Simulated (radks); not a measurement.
Task: The gold ion Au+, 78 electrons, occupied as [Xe] 4f14 5d10 (the NIST ground configuration). All-electron calculation, non-relativistic Kohn-Sham, PBEsol, spin-unpolarised, spherical densities, point nucleus; relativity is left out, which matters for an element this heavy. Program: a radial shooting solver on a logarithmic mesh with Libxc functionals. Some entries of the table are withheld. Estimate them.

orbital  occ.  eigenvalue (eV)  <1/r> (bohr^-1)
1s          2        -73058.27            78.43
2s          2        -12198.77            18.46
2p          6        -11729.18            18.50
3s          2        -2860.804            7.150
3p          6        -2639.218            7.106
3d         10        -2225.423            7.039
4s          2        -609.0388            3.125
4p          6        -513.4874            3.038
4d         10              (1)              (2)
4f         14        -102.2342            2.509
5s          2         -92.3175            1.292
5p          6         -62.1019            1.177
5d         10         -15.8531              (3)

Result: 
(1) 4d eigenvalue (eV): -337.7375
(2) 4d <1/r> (bohr^-1): 2.856
(3) 5d <1/r> (bohr^-1): 0.8530
